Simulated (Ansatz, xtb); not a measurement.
**Relative energy of two structures of HNSi2Sn**

Structure I: a singlet given by its coordinates. Structure II: a singlet given by its coordinates. Both are isolated molecules in the gas phase, relaxed with B3LYP-D3(BJ)/def2-SVP.

I (Å):

```yaml
atoms:
  - { symbol: N, position_ang: [0.7216, -0.3170, 0.9975] }
  - { symbol: Si, position_ang: [-0.5321, -0.3839, -0.1051] }
  - { symbol: Si, position_ang: [1.7332, -0.2665, 2.3266] }
  - { symbol: Sn, position_ang: [-1.0993, -0.5050, 2.7031] }
  - { symbol: H, position_ang: [-0.9001, -2.2901, 2.6048] }
```

Close contacts (Å): N1–Si2 1.67, N1–Si3 1.67, N1–Sn4 2.50, Si2–Sn4 2.87, Si3–Sn4 2.87, Sn4–H5 1.80.

II (Å):

```xyz
5

N    -0.2913    0.3090    0.6030
Si    1.0320   -0.7206    1.2639
Si    0.2415    1.0442   -0.9537
Sn    0.3507   -1.5879   -1.1354
H    -1.1227    0.5939    1.1261
```

Close contacts (Å): N1–Si2 1.80, N1–Si3 1.80, Si2–Sn4 2.64, Si3–Sn4 2.64, N1–H5 1.02.

Task: Which of the two would you expect CCSD(T)/def2-TZVP electronic energies to favour?

Result: Structure II; the calculation gives E(II) − E(I) = −4.0 kcal/mol.

How the difference moves with the method:

```csv
level,geometry,E(II) − E(I) (kcal/mol),departure from the last row (kcal/mol),"job, with rough time for the two"
B3LYP-D3(BJ)/def2-SVP,B3LYP-D3(BJ)/def2-SVP,−4.3,−0.2,"optimisation, 25 s"
HF/def2-TZVP,B3LYP-D3(BJ)/def2-SVP,+2.5,+6.5,part of the CCSD(T) run
MP2/def2-TZVP,B3LYP-D3(BJ)/def2-SVP,−1.9,+2.1,part of the CCSD(T) run
CCSD(T)/def2-TZVP,B3LYP-D3(BJ)/def2-SVP,−4.0,,"single point, 36 s"
```

HF/def2-TZVP puts the two in the other order. The largest departure from CCSD(T)/def2-TZVP is that of HF/def2-TZVP, 6.5 kcal/mol. Levels run at GFN2-xTB geometries aren't shown.

With harmonic frequencies from B3LYP-D3(BJ)/def2-SVP (ideal gas, rigid rotor, one conformer each, 298.15 K, 1 atm): the zero-point term adds +3.5 kcal/mol; ΔH is −0.9 and ΔG +0.1 kcal/mol. In free energy the two are nearly level.

The T1 diagnostic of structure II is large, so the coupled-cluster value is less sure. The correlated steps freeze 15 core orbitals; the filled d shell of Sn is correlated, in a basis made for valence electrons. Atoms past krypton carry core potentials in the def2 sets and no spin–orbit term is included. Programs: Ansatz 0.2.0; the last row on 2 threads of Intel(R) Xeon(R) 6975P-C (Granite Rapids) on a shared host.
